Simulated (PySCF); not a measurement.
**How the method changes the constants of SrLi**

State: ²Σ⁺ (doublet), unpaired electrons σ ↑. Set-up: basis Sr def2-SVPD with ECP28, Li def2-SVPD; scalar-relativistic core potentials; PySCF 2.14. De refers to Sr + Li in their ground configurations, without counterpoise correction. The functionals are run spin-unrestricted. A positive dipole means Sr(−)Li(+). Levels whose curve was spin-contaminated or gave no clean fit are not listed.

| Level | Re (Å) | ωe (cm⁻¹) | De (eV) | μ (D) |
| --- | --- | --- | --- | --- |
| ROHF-CCSD | 3.723 | 136 | 0.195 | n/a |
| ROHF-CCSD(T) | 3.701 | 141 | 0.217 | n/a |
| PBE | 3.623 | 174 | 0.369 | -0.47 |
| PBEsol | 3.610 | 177 | 0.398 | -0.31 |
| BLYP | 3.656 | 161 | 0.246 | -0.55 |
| r²SCAN | 3.662 | 175 | 0.415 | 0.25 |
| PBE0 | 3.640 | 174 | 0.344 | -0.16 |
| HSE06 | 3.639 | 173 | 0.344 | -0.23 |
| M06-2X | 3.589 | 182 | 0.394 | 0.17 |

The bond length runs from 3.589 Å (M06-2X) to 3.723 Å (ROHF-CCSD). De spans 0.20 eV (ROHF-CCSD, coupled cluster) to 0.42 eV (r²SCAN, meta-GGA).

Correlated steps freeze no core orbitals. The bond is weak. Basis-set superposition, not corrected here, can be much of De in a small basis, most of all at correlated wavefunction levels. Functionals without a dispersion term scatter widely for such bonds, and LDA overbinds them. Spin–orbit coupling is left out. The state was picked by a PBE0 search and need not be the measured ground state.

The whole job (state search and all levels along the bond) took about 0.95 min on 1 thread of Intel Xeon Platinum 8488C (shared host), peak memory 0.47 GiB.
